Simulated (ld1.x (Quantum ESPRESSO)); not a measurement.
Values are calculated unless marked as measured or tabulated.
**Potentials for sulfur compared**

Generated with ld1.x 7.5 (TM, RRKJ, ultrasoft, PAW), atompaw 4.2 or ONCVPSP 4.0.1. The cutoff is in Ry: for ld1.x and atompaw files where the sum of valence levels is converged to 10 mRy in a Bessel basis, for ONCV files where the hardest occupied wave has 1 mHa per electron of residual kinetic energy. The error is the largest all-electron minus pseudo excitation energy over each file’s own four to seven test configurations (ionisations up to +4, promotions, holes and added fractions of an electron), all of which were solved. The labels leave out finer settings (local radius, basis sizes, second energies), which also bear on the numbers. Spin-polarised tests are not counted. The rows are a selection from randomly drawn settings: files with unsolved tests, undetermined cutoffs or missed reference levels are left out.

| potential | cutoff (Ry) | largest error (meV) | bound ghosts |
| --- | --- | --- | --- |
| RRKJ, PW91, non-relativistic, rc 1.40/1.40 (sp), local p, core correction no, reference 3s2 3p4 | 55 | +199 | none |
| RRKJ, LDA (PZ), non-relativistic, rc 1.20/1.65 (sp), local p, core correction yes, reference 3s2 3p4 | 40 | +205 | none |
| TM, PBE, non-relativistic, rc 1.25/1.40/1.40 (spd), local s, core correction yes, reference 3s2 3p4 | 45 | +198 | none |

Problem. Fill in the row for S: ultrasoft, PBEsol, non-relativistic, rc 1.30/1.80 (sp), local smoothed, core correction no, reference 3s1.75 3p4.25.

Solution. cutoff 21 Ry, largest error +56 meV, bound ghosts: none.

Problem. Fill in the row for S: TM, PBE, non-relativistic, rc 1.30/1.65 (sp), local smoothed, core correction yes, reference 3s2 3p2.

Solution. cutoff 40 Ry, largest error +37 meV, bound ghosts: none.

Problem. Fill in the row for S: TM, LDA (PZ), scalar-relativistic, rc 1.15/1.40 (sp), local smoothed, core correction yes, reference 3s2 3p4.

Solution. cutoff 55 Ry, largest error +832 meV, bound ghosts: none.
